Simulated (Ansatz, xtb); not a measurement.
Isomers of C3H5F3Si in order of energy

4 gas-phase structures of C3H5F3Si, from a drawn sample of its isomers (lower ones may exist). Each was relaxed with GFN2-xTB:

A. `FC(F)(F)[C@@H]1C[SiH2]1`, a singlet
B. `F/C(=C/[SiH3])C(F)F`, a singlet
C. `F[Si@@H]1CCC1(F)F`, a singlet
D. `C=C([SiH3])C(F)(F)F`, a singlet

Which do you expect lowest at r2SCAN-D4/def2-SVP, and how would the others follow?

Calculated order at r2SCAN-D4/def2-SVP: C (0.0), D (123.9), A (133.2), B (186.9) kJ/mol.

Energies above the lowest of each column, in kJ/mol; the last columns are at B3LYP/def2-SVP geometries and were run for some of them only (a dash: not run or not comparable):

```tsv
structure	GFN2-xTB	HF/STO-3G	r2SCAN-D4/def2-SVP	B3LYP/def2-SVP	CCSD(T)/def2-SVP + ΔMP2/def2-TZVPP
C	0.0	0.0	0.0	0.0	0.0
D	150.8	133.5	123.9	122.6	155.6
A	186.1	157.8	133.2	150.9	181.3
B	176.0	169.7	186.9	–	–
```

Every level run on C puts it lowest or level with the lowest. Flexible structures stand in one conformer each, not always the lowest. Frequencies (GFN2-xTB) were run for A, C, D alone. The ΔMP2 step shifts differences by up to 43.4 kJ/mol, which makes them less sure. ΔMP2 is the change of the MP2 energy from the smaller to the larger basis.

Over these structures GFN2-xTB departs from r2SCAN-D4/def2-SVP by 22.7 kJ/mol on average once a common shift is removed. A GFN2-xTB relaxation took about 0.15 s and the r2SCAN-D4/def2-SVP energy about 2.2 s on a shared host (Ansatz 0.2.0, xtb 6.7.1).
